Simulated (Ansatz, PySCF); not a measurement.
Gas-phase reaction (SMILES): C[SiH](C)F [fluoro(dimethyl)silane] + 3 [H][H] (H2) -> 2 C (CH4) + F (HF) + [SiH4] (SiH4); energy of full hydrogenation.

Structures are relaxed separately at B3LYP-D3(BJ)/def2-TZVP in Ansatz (an electronic-structure program). Correlated levels leave the core frozen unless marked. Spin-orbit coupling is left out. No relativistic terms. Basis-set limits of correlation are two-point, X^-3; Hartree-Fock from the larger set. [CCSD(T)-MP2]/basis is that difference in the basis named. Thermal terms are rigid-rotor harmonic-oscillator values from B3LYP-D3(BJ) frequencies (PySCF) at 298.15 K and 1 atm. 1 Eh = 627.5095 kcal/mol.

```csv
species,"E, RI-MP2/CBS(aug-cc-pV(T+d)Z,aug-cc-pV(Q+d)Z)+[CCSD(T)-MP2]/aug-cc-pV(T+d)Z (Ansatz) (Eh)","E, r2SCAN-D4/def2-TZVPD (Ansatz + dftd4) (Eh)",H - E (Eh),G - E (Eh)
C[SiH](C)F,-469.28036,-469.81893,0.09219,0.05542
[H][H] (H2),-1.17524,-1.17100,0.01336,-0.00144
C (CH4),-40.46129,-40.49957,0.04840,0.02728
F (HF),-100.39388,-100.44728,0.01259,-0.00713
[SiH4] (SiH4),-291.46108,-291.85367,0.03520,0.01198
```

Work out ΔE and ΔH, ΔG, ΔS and the equilibrium constant at 298.15 K at the first level, then ΔH at the second.


1. ΔE = [2×(-40.46129) + (-100.39388) + (-291.46108)] - [(-469.28036) + 3×(-1.17524)] = 0.02854 Eh = 17.9 kcal/mol at RI-MP2/CBS(aug-cc-pV(T+d)Z,aug-cc-pV(Q+d)Z)+[CCSD(T)-MP2]/aug-cc-pV(T+d)Z.
2. The terms H - E add up to 0.01232 Eh, so ΔH = (0.02854 + (0.01232))×627.5095 = 25.6 kcal/mol.
3. The terms G - E add up to 0.00831 Eh, so ΔG = 23.1 kcal/mol, and ΔS = (0.01232 - (0.00831))×627509.5/298.15 = 8.4 cal/(mol K).
4. log10 K = -ΔG/(RT ln 10) = -16.9, with RT ln 10 = 1.3642 kcal/mol.
5. At r2SCAN-D4/def2-TZVPD the same steps give ΔE = 20.0 and ΔH = 27.7 kcal/mol, a shift of +2.1 from the first level.
6. These values are not checked against measurement here, since the tables used lack a sound gas-phase enthalpy of formation for at least one species.
